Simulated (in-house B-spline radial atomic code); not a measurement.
The numbers below are computed, except where a source is named.
# Ta in an electron gas of r_s = 3.6: phase shifts, screening and friction

A nucleus sits in a uniform electron gas with a rigid positive background. The Kohn-Sham equations are solved self-consistently in the spin-unpolarised LDA (PW92), non-relativistic, on B-splines with outgoing waves at the boundary and partial waves to l = 8. The model has no lattice, no bands and no magnetic solution. Atomic units; δ_l are the phase shifts at the Fermi level, counted so that each bound state adds π, and good to about 0.0005. Heavy atoms are models without relativity. A narrow, partly filled d or f resonance in a thin gas would split by spin, so such rows rest on a solution that is probably unstable.

The density parameter is r_s = 3.6 bohr.

```tsv
l	δ_l (rad)
0	15.8054
1	12.5254
2	7.9168
3	3.1030
4	-0.0028
5	-0.0003
6	-0.0004
7	-0.0004
8	-0.0004
```

Bound levels below the band bottom (hartree): p -13.34, d -7.882, s -1.845, p -1.003, f -0.8163 and deeper ones.

(1) Check the Friedel sum rule, and say where the screening charge sits.

(2) Find the transport cross section and the electronic stopping of a 10 keV Ta ion (mass 180.95 u).

Answers

(1) k_F = (9π/4)^(1/3)/r_s = 0.53310. The rule is Z = (2/π) Σ (2l + 1) δ_l. The terms are s 10.062, p 23.922, d 25.200, f 13.828 and -0.030 beyond, in all 72.982 against Z = 73. Bound states hold 10 s, 24 p, 20 d and 14 f electrons, so the scattering states carry 4.98 in all; where a term is smaller than its bound count, the bound level has drawn weight out of the band.

(2) σ_tr = (4π/k_F²) Σ (l + 1) sin²(δ_l − δ_(l+1)). The terms for l = 0 to 3 are 0.0190, 1.9785, 2.9693, 0.0051, all together 4.9720, so σ_tr = 44.217 × 4.9720 = 219.848 bohr². With n = 3/(4π r_s³) = 0.005117, the friction coefficient is Q = n k_F σ_tr = 0.5997. For v well below v_F = 0.533, dE/dx = Q v; with 24801 eV per u at v = 1, v = √(10000/(24801 × 180.95)) = 0.0472, so dE/dx = 0.02831 hartree/bohr = 14.6 eV/nm. The largest term couples the d and f waves.
